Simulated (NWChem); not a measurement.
The numbers come from NWChem runs, not from measurements. System: H₆Al₂, charge 0, spin multiplicity 1, at a geometry optimised with B3LYP/def2-SVP. The structure started from a generated list of species. Level: MP2/def2-TZVP, 10 core orbitals frozen.

Output (cleaned and shortened):

```
             Northwest Computational Chemistry Package (NWChem) 7.3.0
             --------------------------------------------------------

                                NWChem Input Module
                                -------------------

 Scaling coordinates for geometry "geometry" by  1.889725989
 (inverse scale =  0.529177249)

 Turning off AUTOSYM since
 SYMMETRY directive was detected!

                             Geometry "geometry" -> ""
                             -------------------------

 Output coordinates in angstroms (scale by  1.889725989 to convert to a.u.)

  No.       Tag          Charge          X              Y              Z
 ---- ---------------- ---------- -------------- -------------- --------------
    1 Al                  13.0000     0.00000000     0.00000000    -1.31083500
    2 Al                  13.0000     0.00000000     0.00000000     1.31083500
    3 H                    1.0000     0.00000000    -1.14787500     0.00000000
    4 H                    1.0000    -1.41664200     0.00000000    -2.00400400
    5 H                    1.0000     1.41664200     0.00000000    -2.00400400
    6 H                    1.0000     0.00000000     1.14787500     0.00000000
    7 H                    1.0000    -1.41664200     0.00000000     2.00400400
    8 H                    1.0000     1.41664200     0.00000000     2.00400400

 Effective nuclear repulsion energy (a.u.)      77.6322614483

            Nuclear Dipole moment (a.u.)
            ----------------------------
        X                 Y               Z
 ---------------- ---------------- ----------------
     0.0000000000     0.0000000000     0.0000000000

      Symmetry information
      --------------------

 Group name             D2h
 Group number             26
 Group order               8
 No. of unique centers     3

      Symmetry unique atoms

     1    3    4


 Summary of "ao basis" -> "" (spherical)
 ------------------------------------------------------------------------------
       Tag                 Description            Shells   Functions and Types
 ---------------- ------------------------------  ------  ---------------------
 *                         def2-tzvp                  on all atoms

 Summary of "ao basis" -> "ao basis" (spherical)
 ------------------------------------------------------------------------------
       Tag                 Description            Shells   Functions and Types
 ---------------- ------------------------------  ------  ---------------------
[...]
    2 Al  13    12.58   2.00  0.65  1.33  0.72  0.24  2.92  2.28  0.82  1.04  0.27  0.14  0.13  0.03
    3 H    1     1.15   0.24  0.64  0.26  0.01
    4 H    1     1.13   0.23  0.57  0.34  0.01
    5 H    1     1.13   0.23  0.57  0.34  0.01
    6 H    1     1.15   0.24  0.64  0.26  0.01
    7 H    1     1.13   0.23  0.57  0.34  0.01
    8 H    1     1.13   0.23  0.57  0.34  0.01

       Multipole analysis of the density wrt the origin
       ------------------------------------------------

     L   x y z        total         open         nuclear
     -   - - -        -----         ----         -------
     0   0 0 0     -0.000000      0.000000     32.000000

     1   1 0 0      0.000000      0.000000      0.000000
     1   0 1 0     -0.000000      0.000000      0.000000
     1   0 0 1     -0.000000      0.000000      0.000000

     2   2 0 0    -27.701136      0.000000     28.666712
     2   1 1 0      0.000000      0.000000      0.000000
     2   1 0 1      0.000000      0.000000      0.000000
     2   0 2 0    -20.586263      0.000000      9.410590
     2   0 1 1     -0.000000      0.000000      0.000000
     2   0 0 2    -25.149574      0.000000    216.905112

                   NWChem MP2 Semi-direct Energy/Gradient Module
                   ---------------------------------------------

  Basis functions       =    110
  Molecular orbitals    =    110
  Frozen core           =     10
  Frozen virtuals       =      0
  Active alpha occupied =      6
  Active beta occupied  =      6
  Active alpha virtual  =     94
  Active beta virtual   =     94
  Use MO symmetry       = T
  Use skeleton AO sym   = T

  AO/Fock/Back tols     =   1.0D-09  1.0D-09  1.0D-09

 GA uses MA = F    GA memory limited = T

 Available:
  local mem=  1.26D+08
 global mem=  1.44D+08
 local disk=  0.00D+00
  mp2_memr nvloc                    94
  nvloc new                    94
   1 passes of   6:        4194304                      52872                  11273241.
   1 passes of   6: M    126132359           G      144155000           F     121938055.

 Semi-direct pass number   1 of   1  for RHF alpha+beta  at        1.0s
  vrange nnbf                  5868
  mp2_eaftype                    43  avail_ma_in_mb                  1099
 EAF : mp2_eaftype filesize          43    5636620.
  mp2_eaf for mointskh                     43
Node 0 wrote     26.5 Mb in      0.0 s     Agg I/O rate:  1647.5 Mb/s
 Done moints_semi at        3.4s
  mp2_eaftype                    43  avail_ma_in_mb                  1056
 EAF : mp2_eaftype filesize          43    5636620.
  mp2_eaf for kh                    43
 Done maket at        3.4s
 Done multipass loop at        3.4s

          -------------------------------------------
          SCF energy                -487.328006111980
          Correlation energy          -0.183127008285
          Singlet pairs               -0.160429399062
          Triplet pairs               -0.022697609223
          Total MP2 energy          -487.511133120265
          -------------------------------------------

          ---------------------------------------------------
                    Spin Component Scaled (SCS) MP2
          Same spin pairs                     -0.015131739482
          Same spin scaling factor             0.333333333333
          Opposite spin pairs                 -0.167995268803
          Opposite spin scaling fact.          1.200000000000
          SCS-MP2 correlation energy          -0.206638235725
          Total SCS-MP2 energy              -487.534644347704
          ---------------------------------------------------

 -----------------------
 Performance information
 -----------------------

 Timer overhead =  9.62D-08 seconds/call

               Nr. of calls         CPU time (s)                 Wall time (s)                GFlops
             ---------------    -------------------     ------------------------------   -------------------
Name         Min   Avg   Max    Min     Avg     Max     Min     Avg     Max   Mx/calls   Min     Max     Sum
mp2: moin     1     1     1    2.4     2.4     2.4      2.4     2.4     2.4     2.4      0.0     0.0     0.0
mp2: make     1     1     1   5.82E-2 5.82E-2 5.82E-2  5.82E-2 5.82E-2 5.82E-2 5.82E-2   0.0     0.0     0.0
mp2: tota     1     1     1    2.5     2.5     2.5      2.5     2.5     2.5     2.5      0.0     0.0     0.0

 The average no. of pstat calls per process was 3.00D+00
 with a timing overhead of 2.88D-07s

 Task  times  cpu:        3.4s     wall:        3.4s

 Total times  cpu:        3.4s     wall:        3.4s
```

**Question.** Write an NWChem input that would produce this output.

**Answer.** This is not unique; one that fits is 
```
start mol
memory heap 200 mb stack 900 mb global 1100 mb
geometry units angstroms nocenter noautoz
  Al     0.000000     0.000000    -1.310835
  Al     0.000000     0.000000     1.310835
  H      0.000000    -1.147875     0.000000
  H     -1.416642     0.000000    -2.004004
  H      1.416642     0.000000    -2.004004
  H      0.000000     1.147875     0.000000
  H     -1.416642     0.000000     2.004004
  H      1.416642     0.000000     2.004004
  symmetry group D2h
end
basis spherical
  * library def2-tzvp
end
scf
  rhf
  nopen 0
  maxiter 100
  thresh 1e-7
  semidirect memsize 60000000 filesize 0
end
mp2
  freeze core 10
end
task mp2 energy
```
